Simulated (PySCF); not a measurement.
Vertical excitations of a molecule C3H6N2Si from TDDFT-PBE0/def2-SVPD in PySCF, as energy in eV (oscillator strength): 2.57 (0.002), 4.38 (0.000), 5.12 (0.045), 5.82 (0.006), 6.00 (0.025), 6.08 (0.003), 6.53 (0.050), 6.80 (0.020), 6.91 (0.077), 7.02 (0.009). Lowest triplet (TDA): 2.03 eV. The structure is a stationary point at B3LYP-D3(BJ)/def2-SVP. One conformer was computed; it need not be the lowest.

Task: Identify the compound among the candidates.
A. N#CC/C=N/[SiH3]
B. C1=NC[SiH2]N=C1
C. C1=NCN=C[SiH2]1
D. [SiH3]n1ccnc1

Result: B, C1=NC[SiH2]N=C1
